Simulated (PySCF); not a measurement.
## How methods differ on the excitation energy of S²⁺

S²⁺ [Ne] 3s2 3p2 (3P) → S²⁺ [Ne] 3s1 3p3 (5S), as a difference of total energies. All numbers are calculated (PySCF 2.14, no relativity, point nucleus, in def2-TZVPPD (6s6p4d1f, 51 functions)). Correlated levels: valence: [Ne] frozen; valence and next inner shell: 1s2 frozen. The calculations carry no spin-orbit coupling.

```csv
method,excitation energy (cm⁻¹)
UHF,42423
LDA,59093
PBE,58175
PBE0,56204
r2SCAN,50322
wB97X-V,59026
LC-wPBE,55779
BHandHLYP,59912
TPSSh,56922
MP2 (valence),51813
SCS-MP2 (valence),56267
MP2 (valence and next inner shell),53371
SCS-MP2 (valence and next inner shell),57429
```

A first-order spin-orbit estimate (lowest level to lowest level, LS coupling) adds 0.063 eV.
